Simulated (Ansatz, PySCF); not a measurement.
The Ansatz (an electronic-structure program) input:
Ansatz 0.2 input:
```yaml
crystal:
  periodic: [false, false, false]
  atoms:
    - {symbol: As, position_ang: [0.00000000, 0.00000000, 0.00000000]}
basis:
  gaussian:
    orbitals: 6-311G__.json
hamiltonian:
  xc: {name: wB97X-V}
magnetization: {spin_polarized: true, initial_magnetization: 3}
accuracy: high
```
The basis file holds 6-311G** in the JSON format of the Basis Set Exchange.

Write the same job for PySCF.

Several could match; the one computed here: 
```python
from pyscf import gto, scf, dft

mol = gto.M(
    atom='''
As    0.00000000    0.00000000    0.00000000
''',
    basis='6-311g**',
    spin=3,
    verbose=4,
)

mf = dft.UKS(mol)
mf.xc = 'wb97x_v'
mf.grids.atom_grid = (99, 590)
mf.grids.prune = None
mf.kernel()
```

Both were run: Ansatz gave -2235.557907 Eh and PySCF -2235.557907 Eh, 0.000 mEh apart.
